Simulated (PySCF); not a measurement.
Species: C3H9N3OSi2.
SMILES with atom numbers: `[N:1]#[C:2][C@@H:3]1[O:4][CH2:5][Si@H:6]([NH2:7])[NH:8][SiH2:9]1`

Cartesian coordinates in Å at the GFN2-xTB level; atoms count from 1:
```
atom  x, y, z in Å
N1     0.3255    1.1853    2.3928
C2     0.8838    1.0591    1.3978
C3     1.5356    0.8035    0.1554
O4     0.8663    1.3332   -0.9864
C5    -0.5489    1.2755   -0.9380
Si6   -1.2974   -0.4463   -0.5665
N7    -2.2152   -0.2677    0.8728
N8     0.0797   -1.5307   -0.5093
Si9    1.7033   -1.0922   -0.1532
H10    2.5209    1.2792    0.1670
H11   -0.9214    2.0092   -0.2105
H12   -0.8577    1.6203   -1.9253
H13   -2.1819   -0.9564   -1.6101
H14   -2.7450   -1.0437    1.2346
H15   -1.8459    0.2835    1.6343
H16   -0.0988   -2.5030   -0.7003
H17    2.2077   -1.7647    1.0478
H18    2.5807   -1.2378   -1.3145
```

Probes without a nucleus sit at each ring's centroid and 1 Å off its mean plane on both sides; NICS is minus the shielding there, NICSzz its component along the normal. Level: GIAO PBE0/pcSseg-1 (PySCF, non-relativistic, gas phase) on the GFN2-xTB geometry, one conformer.

Ring bond lengths (Å), with Mayer bond orders in brackets: C3–O4 1.426 (0.88), O4–C5 1.417 (0.87), C5–Si6 1.914 (0.89), Si6–N8 1.754 (0.90), N8–Si9 1.719 (1.02), Si9–C3 1.928 (0.78).

Problem. Give the NICS values of each ring in ppm.

Solution. 
| ring | type | NICS(0) | NICS(1), two faces | NICS(1)zz, two faces | rms pucker (Å) | centre to ring atoms, mean (Å) |
| --- | --- | --- | --- | --- | --- | --- |
| C3–O4–C5–Si6–N8–Si9 | 6-membered ring with N, O and 2 Si; formal bonds all single | -2.0 | -1.5 / -1.5 | 0.3 / 1.8 | 0.29 | 1.62 |

Problem. What can be read from them?

Solution. 
- C3–O4–C5–Si6–N8–Si9: mean NICS(1)zz 1.1 ppm, near zero. C3, C5, Si6, Si9 have four or more neighbours; no verdict on aromaticity is drawn.

Problem. At the first NICS(1) probe listed for ring C3–O4–C5–Si6–N8–Si9, 1 Å off the ring, what do the in-plane components average?

Solution. The isotropic value is a third of the trace: (3 × -1.5 − (0.3))/2 = -2.4 ppm.

Problem. What are the shieldings of the ring atoms and their hydrogens in the same run (means over atoms taken as equivalent)?

Solution. 
```
atoms                      environment  σ isotropic (ppm)
   C3       sp3 carbon bound to oxygen              131.3
   O4              cyclic ether oxygen              339.2
   C5       sp3 carbon bound to oxygen              126.4
  Si6                      SiH silicon              388.0
   N8  nitrogen bridging silicon atoms              239.5
  Si9                     SiH2 silicon              384.3
  H10                 methine hydrogen              27.35
  H11               methylene hydrogen              27.77
  H12               methylene hydrogen              27.69
  H13                    Si–H hydrogen              26.91
  H16                     N–H hydrogen              31.36
  H17                    Si–H hydrogen              26.59
  H18                    Si–H hydrogen              26.61
```
